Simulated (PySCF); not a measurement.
TeSCl₂: from structure and modes to constants

Method: PBE0 in PySCF with Te def2-SVP with ECP28, S def2-SVP, Cl def2-SVP; scalar-relativistic core potentials, no spin–orbit coupling; density-fitted integrals.

The singlet minimum has Cs symmetry. Masses (u): Te 129.90622, S 31.97207, Cl 34.96885.

```xyz
4
charge 0 multiplicity 1, angstrom
Te    0.0001   -0.4539    0.0000
S     2.1544    0.0196    0.0000
Cl   -0.9856    0.8303   -1.7747
Cl   -0.9856    0.8303    1.7747
```

Harmonic wavenumbers (cm⁻¹): 108.7 (a', ×1), 127.9 (a'', ×1), 154.7 (a', ×1), 332.7 (a'', ×1), 347.5 (a', ×1), 509.3 (a', ×1).

Problem. Find the principal moments of inertia and the rotational constants. What kind of rotor is it?

Solution. About the centre of mass I = 275.83, 291.32, 456.03 u Å². With B = 16.8576/I this gives 0.06112, 0.05787, 0.03697 cm⁻¹. The molecule is an asymmetric top with κ = 0.73.

Problem. Find the vibrational entropy and heat capacity at 298.15 K.

Solution. With u = 1.43878 ω/T, each mode gives S = R[u/(eᵘ−1) − ln(1−e⁻ᵘ)] and C = R u² eᵘ/(eᵘ−1)².
```json
{"ω (cm⁻¹)": "108.7", "u": "0.525", "S (J/(mol K))": "13.77", "C (J/(mol K))": "8.13"}
{"ω (cm⁻¹)": "127.9", "u": "0.617", "S (J/(mol K))": "12.46", "C (J/(mol K))": "8.06"}
{"ω (cm⁻¹)": "154.7", "u": "0.747", "S (J/(mol K))": "10.94", "C (J/(mol K))": "7.94"}
{"ω (cm⁻¹)": "332.7", "u": "1.606", "S (J/(mol K))": "5.22", "C (J/(mol K))": "6.74"}
{"ω (cm⁻¹)": "347.5", "u": "1.677", "S (J/(mol K))": "4.93", "C (J/(mol K))": "6.61"}
{"ω (cm⁻¹)": "509.3", "u": "2.458", "S (J/(mol K))": "2.66", "C (J/(mol K))": "5.14"}
```
The sums over all modes are S = 50.0 and C = 42.6 J/(mol K); the softest mode gives 28 % of the entropy.

Problem. Give the standard entropy (298.15 K, 1 bar) by its translational, rotational, vibrational and spin parts, and Cp.

Solution. Sackur–Tetrode with M = 231.82 u gives 176.8; rotation with symmetry number 1 gives 120.9; vibration 50.0; spin R ln 1 = 0.0. The total is 347.7 J/(mol K), and Cp = 4 R + 42.6 = 75.9 J/(mol K).

Only a few start shapes were tried, so a lower isomer may exist.
